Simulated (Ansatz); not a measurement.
This triplet lies within 0.05 eV of the relaxed singlet at the level frozen-core CCSD(T)/aug-cc-pVTZ // PBE-D3(BJ)/def2-SVPD (Ansatz, a first-principles code).

Calculation: frozen-core CCSD(T)/aug-cc-pVTZ // PBE-D3(BJ)/def2-SVPD in Ansatz.

Ansatz 0.2 input:
```yaml
crystal:
  periodic: [false, false, false]
  atoms:
    - { symbol: B, position_ang: [-1.340476, 0.309218, -0.194283] }
    - { symbol: C, position_ang: [0.033737, -0.109636, -0.075626] }
    - { symbol: C, position_ang: [1.215749, -0.597909, 0.078857] }
    - { symbol: H, position_ang: [-2.151447, 0.760158, -0.972389] }
    - { symbol: H, position_ang: [2.242433, -0.361832, 0.37221] }
basis:
  gaussian: { orbitals: aug-cc-pVTZ }
correlation:
  method: ccsd_t
total_charge: -1
magnetization:
  spin_polarized: true
  initial_magnetization: 2
```

Output:

```
Functional definition: HF
1076 factors; integrals over basis functions are off by at most 8.9e-4 eV
mean field evaluation 1: about -2759.2718 eV, gradient 1.3e1 eV
mean field evaluation 2: about -2759.2733 eV, gradient 1.3e1 eV
mean field evaluation 4: about -2761.4089 eV, gradient 3.0e0 eV
mean field evaluation 8: about -2761.6916 eV, gradient 4.7e-1 eV
mean field evaluation 16: about -2760.9879 eV, gradient 5.1e0 eV
mean field evaluation 32: about -2760.4137 eV, gradient 9.6e-1 eV
mean field evaluation 64: about -2760.1546 eV, gradient 8.2e-1 eV
mean field -2761.70577621 eV, -101.4908153242 hartree, gradient 9.9e-6 eV, S^2 2.334246; 2 other end points of the search recorded, 0 dependent functions left out
determinant -2761.70577621 eV, -101.4908153242 hartree, with singles and doubles -2773.02055953 eV, -101.9066259419 hartree
determinant -2760.47287788 eV, -101.4455071464 hartree, with singles and doubles -2771.11191382 eV, -101.8364845058 hartree
3 core orbitals not correlated
reference -2761.70577621 eV, -101.4908153242 hartree; 8, 6 occupied and 173, 175 virtual orbitals, 1076 factors
second order -10.20314259 eV of doubles, -0.00000000 eV of singles
cycle   1  -11.15728626 eV  change   -7.9e-1 eV  update   3.1e-2
cycle   2  -11.19703199 eV  change   -4.0e-2 eV  update   9.1e-3
cycle   3  -11.20144731 eV  change   -4.4e-3 eV  update   5.7e-3
cycle   4  -11.20684716 eV  change   -5.4e-3 eV  update   2.6e-3
cycle   5  -11.21068752 eV  change   -3.8e-3 eV  update   1.2e-3
cycle   6  -11.21168524 eV  change   -1.0e-3 eV  update   4.9e-4
cycle   7  -11.21219170 eV  change   -5.1e-4 eV  update   2.5e-4
cycle   8  -11.21239384 eV  change   -2.0e-4 eV  update   1.3e-4
cycle   9  -11.21237769 eV  change    1.6e-5 eV  update   6.6e-5
cycle  10  -11.21236917 eV  change    8.5e-6 eV  update   3.2e-5
cycle  11  -11.21237368 eV  change   -4.5e-6 eV  update   1.6e-5
perturbative correction -0.64430189 eV, -0.0236776576 hartree
Total energy: -2773.56245177 eV, -101.9265401144 hartree
```

Cost: about 2.2 core-minutes (a rough figure).
